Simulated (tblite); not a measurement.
Species: C4H9BCl2Ge.
Atom-mapped SMILES: `[CH3:1][CH2:2][GeH2:3]/[CH:4]=[CH:5]\[B:6]([Cl:7])[Cl:8]` (hydrogens: H9, H10, H11 on C1; H12, H13 on C2; H14, H15 on Ge3; H16 on C4; H17 on C5)

Computed with GFN2-xTB (tblite), gas phase: L-BFGS steps from a force-field or distance-geometry start until the largest atomic force falls under 0.01 eV/Å.

Step 26: E = -692.0618 eV
```
atom  x, y, z in Å  |  force x, y, z in eV/Å
C1     -1.4894   -0.0333   -1.4535   -0.003   0.002   0.007
C2     -1.2851    0.9307   -0.2910   -0.006  -0.003  -0.003
Ge3    -0.8004   -0.0473    1.3732   -0.045  -0.004  -0.084
C4      0.7178   -1.2495    1.0455    0.032  -0.005   0.056
C5      1.9507   -0.9200    0.6434    0.023   0.017  -0.010
B6      2.4337    0.5397    0.5035   -0.001  -0.010  -0.040
Cl7     1.5448    1.7830    1.2794    0.023   0.009  -0.025
Cl8     3.8184    0.9600   -0.4243    0.008  -0.035   0.043
H9     -0.5842   -0.6064   -1.6507    0.033   0.045   0.012
H10    -2.2869   -0.7400   -1.2322   -0.028   0.014   0.020
H11    -1.7528    0.5074   -2.3609   -0.013   0.002  -0.003
H12    -0.5162    1.6588   -0.5444   -0.016  -0.016  -0.019
H13    -2.2036    1.4902   -0.1090   -0.007  -0.027  -0.015
H14    -1.9251   -1.0312    1.6407   -0.007   0.004   0.005
H15    -0.7354    0.7907    2.6125    0.003  -0.004   0.074
H16     0.4651   -2.3014    1.1146   -0.002  -0.011  -0.016
H17     2.6415   -1.7193    0.3895    0.006   0.022  -0.001
```

Step 27: E = -692.0627 eV
```
atom  x, y, z in Å  |  force x, y, z in eV/Å
C1     -1.4897   -0.0318   -1.4521   -0.011  -0.015  -0.012
C2     -1.2858    0.9314   -0.2896   -0.018   0.021  -0.026
Ge3    -0.8022   -0.0486    1.3718   -0.004  -0.007  -0.077
C4      0.7191   -1.2501    1.0486    0.033  -0.019   0.020
C5      1.9509   -0.9207    0.6419    0.013   0.028   0.003
B6      2.4327    0.5398    0.5013    0.010  -0.019  -0.035
Cl7     1.5415    1.7849    1.2727    0.031  -0.003  -0.032
Cl8     3.8239    0.9571   -0.4190   -0.002  -0.032   0.046
H9     -0.5832   -0.6031   -1.6481    0.034   0.035   0.004
H10    -2.2860   -0.7396   -1.2285   -0.021   0.014   0.012
H11    -1.7546    0.5055   -2.3616   -0.008   0.004   0.020
H12    -0.5191    1.6613   -0.5431    0.000  -0.015  -0.020
H13    -2.2044    1.4907   -0.1092   -0.020  -0.027  -0.002
H14    -1.9278   -1.0298    1.6360   -0.017  -0.011   0.012
H15    -0.7335    0.7883    2.6107   -0.003   0.001   0.084
H16     0.4684   -2.3031    1.1162   -0.006   0.005  -0.005
H17     2.6429   -1.7200    0.3883   -0.011   0.038   0.005
```

Step 28: E = -692.0634 eV
```
atom  x, y, z in Å  |  force x, y, z in eV/Å
C1     -1.4900   -0.0307   -1.4508   -0.014  -0.026  -0.025
C2     -1.2868    0.9324   -0.2890   -0.025   0.036  -0.043
Ge3    -0.8038   -0.0497    1.3694    0.035   0.000  -0.031
C4      0.7209   -1.2511    1.0519    0.018  -0.021  -0.016
C5      1.9514   -0.9211    0.6405   -0.003   0.026   0.016
B6      2.4319    0.5396    0.4984    0.015  -0.019  -0.020
Cl7     1.5387    1.7864    1.2655    0.033  -0.008  -0.035
Cl8     3.8292    0.9540   -0.4130    0.002  -0.026   0.037
H9     -0.5816   -0.5993   -1.6455    0.027   0.022  -0.003
H10    -2.2855   -0.7390   -1.2247   -0.010   0.010   0.003
H11    -1.7566    0.5038   -2.3619   -0.006   0.006   0.033
H12    -0.5219    1.6636   -0.5425    0.014  -0.008  -0.022
H13    -2.2057    1.4907   -0.1093   -0.033  -0.020   0.009
H14    -1.9305   -1.0288    1.6316   -0.021  -0.021   0.016
H15    -0.7318    0.7861    2.6106   -0.010  -0.010   0.067
H16     0.4711   -2.3048    1.1177   -0.005   0.016   0.008
H17     2.6441   -1.7202    0.3875   -0.016   0.044   0.007
```

Question: Estimate the geometry and energy of step 29. (The exact step hangs on the optimiser's Hessian estimate; all steps are aligned on step 28, rigid shifts and turns removed.)

Answer: E = -692.0641 eV, largest force 0.059 eV/Å
```
atom  x, y, z in Å  |  force x, y, z in eV/Å
C1     -1.4904   -0.0300   -1.4499   -0.011  -0.024  -0.025
C2     -1.2879    0.9340   -0.2892   -0.024   0.034  -0.042
Ge3    -0.8042   -0.0505    1.3667    0.052   0.011   0.024
C4      0.7228   -1.2521    1.0544   -0.006  -0.011  -0.042
C5      1.9519   -0.9212    0.6395   -0.016   0.015   0.022
B6      2.4314    0.5388    0.4954    0.014  -0.010  -0.002
Cl7     1.5358    1.7871    1.2575    0.029  -0.007  -0.032
Cl8     3.8340    0.9512   -0.4065    0.017  -0.021   0.021
H9     -0.5797   -0.5954   -1.6431    0.015   0.010  -0.010
H10    -2.2852   -0.7382   -1.2210    0.000   0.001  -0.006
H11    -1.7584    0.5025   -2.3615   -0.006   0.009   0.030
H12    -0.5242    1.6658   -0.5427    0.019   0.001  -0.026
H13    -2.2075    1.4903   -0.1090   -0.042  -0.012   0.013
H14    -1.9328   -1.0283    1.6278   -0.015  -0.021   0.015
H15    -0.7307    0.7839    2.6119   -0.015  -0.028   0.038
H16     0.4732   -2.3059    1.1193   -0.002   0.017   0.017
H17     2.6449   -1.7199    0.3870   -0.010   0.036   0.006
```

The energy changes by -0.0007 eV. The first-order estimate −F·Δx gives -0.0009 eV and the mean of the old and new forces, exact on a quadratic surface, -0.0007 eV. The step makes an angle of 70° with the force vector and moves no atom by more than 0.009 Å.

The cost below is that of the whole relaxation. Time: 1.7 s of wall time. Hardware: one thread of an Arm Neoverse N1, on a shared host.
